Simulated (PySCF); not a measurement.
C₇H₁₆O₂Si.
SMILES with atom numbers: `[CH3:1][O:2][SiH2:3][O:4][CH2:5][CH:6]1[CH2:7][CH2:8][CH2:9][CH2:10]1` (hydrogens: H11, H12, H13 on C1; H14, H15 on Si3; H16, H17 on C5; H18 on C6; H19, H20 on C7; H21, H22 on C8; H23, H24 on C9; H25, H26 on C10)

The calculation used PBE0-D3(BJ)/def2-SVP geometry optimisation, gas phase in PySCF.

(1) What internal coordinates does the optimisation give?

## Answers

(1) 
```csv
bond,length (pm),order
C1–O2,140.0,single
O2–Si3,165.1,single
Si3–O4,165.7,single
O4–C5,140.2,single
C5–C6,151.9,single
"C6–C7, C6–C10",154.6,single
"C7–C8, C9–C10",152.9,single
C8–C9,152.5,single
"C1–H11, C1–H12, C1–H13",110.4,single
Si3–H14,150.0,single
Si3–H15,148.4,single
"C5–H16, C5–H17",110.8,single
C6–H18,110.1,single
"C7–H19, C10–H25",110.1,single
"C7–H20, C10–H26",110.3,single
"C8–H21, C9–H23",110.2,single
"C8–H22, C9–H24",110.3,single
```

Bonds in one row agree within 1 pm and their mean is given. Orders are formal, as drawn. A selection of angles:
```csv
angle,degrees
C1–O2–Si3,124.9
O2–Si3–O4,109.9
Si3–O4–C5,128.6
O4–C5–C6,111.2
C5–C6–C7,111.0
C5–C6–C10,112.7
C7–C6–C10,105.4
C6–C7–C8,105.8
C7–C8–C9,103.2
```

Dihedral angles: C1–O2–Si3–O4 -60° (synclinal); O2–Si3–O4–C5 138° (anticlinal); Si3–O4–C5–C6 -130° (anticlinal); O4–C5–C6–C7 -174° (antiperiplanar); C5–C6–C7–C8 -131° (anticlinal); C6–C7–C8–C9 32° (synclinal); C7–C8–C9–C10 -42° (synclinal); C8–C9–C10–C6 37° (synclinal); C5–C6–C10–C9 104° (anticlinal). The mirror-image conformer, all signs reversed, is as good.

The 6 C–C bonds span 1.519 Å (C5–C6, drawn single) to 1.548 Å (C6–C7, drawn single), a spread of 0.029 Å. The 5-membered ring C6–C7–C8–C9–C10 has internal angles of 102.8° to 105.8° (sum 522°, against 540° for a flat polygon); it is puckered, 0.18 Å rms from its mean plane, widest ring torsion 42°. Of the pairs four or more bonds apart, O4···H26 is among the closest relative to their van der Waals radii: 2.69 Å, 99 % of the sum of Bondi's values. O4 (silyl ether oxygen) is bent (angle 128.6°). O2 (silyl ether oxygen) is bent (angle 124.9°). Si3 (oxygen-bound silicon) is distorted tetrahedral (angles from 104.8° to 112.1°).

Point group: C1 (no symmetry element, even within 0.4 Å). No frequency check. The numbers are those of one conformer.
